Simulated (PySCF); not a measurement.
C4H6BrF, SMILES F/C=C/CCBr.

The structure is a stationary point at PBE0-D3(BJ)/def2-SVP. The structure was generated by enumeration; whether it is a known compound was not checked. One conformer was computed; it need not be the lowest.

Vertical ionisation energy (IE) and electron affinity (EA) in eV. Rows of orbital energies are one-electron estimates. Where ΔSCF, EOM or ADC give a negative EA the extra electron is unbound and the value depends on the basis.

| level | IE | EA |
|---|---|---|
| −ε(HOMO), −ε(LUMO), r2SCAN/def2-TZVP (PySCF) | 6.51 | 0.85 |
| −ε(HOMO), −ε(LUMO), PBE/def2-TZVP (PySCF) | 6.27 | 1.10 |
